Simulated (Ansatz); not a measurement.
Ideal-gas functions of C2H5BGe, SMILES `[BH]1C=[CH][GeH2]1` at 400 K and 1 bar, from an Ansatz frequency run at PBE0-D4/def2-TZVP.

Molar mass 112.48 g/mol, point group C1 (symmetry number 1), electronic degeneracy 1, moments of inertia 41.889, 119.994, 153.068 u Å². Harmonic wavenumbers (cm⁻¹, unscaled): 111, 377, 472, 543, 589, 633, 653, 762, 849, 883, 914, 1014, 1052, 1087, 1313, 1503, 2121, 2144, 2655, 3127, 3157.

Use S(trans) = R[1.5 ln M + 2.5 ln T − 1.1517]; rotational temperatures θ = 24.2544 K / I; S(rot) = R[ln(√π/σ · √(T³/θAθBθC)) + 1.5]; for each mode x = 1.438777 ν̃/T, S = R[x/(eˣ − 1) − ln(1 − e⁻ˣ)] and H = RT x/(eˣ − 1); 1 cm⁻¹ = 0.0119627 kJ/mol; R = 8.31446 J/(mol·K).

Problem. By hand: the entropy, in J/(mol·K).

Solution. Translation 173.9. Rotation: θ = 0.579, 0.2021, 0.1585 K, giving 108.5. Vibration, mode by mode: 16.00, 6.39, 4.85, 3.96, 3.47, 3.06, 2.90, 2.13, 1.66, 1.51, 1.38, 1.03, 0.92, 0.83, 0.43, 0.24, 0.03, 0.03, 0.01, 0.00, 0.00, in all 50.8. Electronic 0.0. Sum 333.2 J/(mol·K).

Problem. By hand: H − E and G − E in kJ/mol, counted from the electronic energy.

Solution. Zero-point energy ½ × 25959 × 0.0119627 = 155.3; thermal vibration 12.4; translation, rotation and pV give 4 RT = 13.3. H − E = 181.0 kJ/mol, and G − E = 181.0 − 400 × 333.2/1000 = 47.7 kJ/mol.

Vibration gives 15 % of the entropy, 16.0 J/(mol·K) of it from the mode under 150 cm⁻¹: soft modes count most, and the harmonic formula is weakest for them. The sum counts one conformer and one mirror image; others add a mixing term.
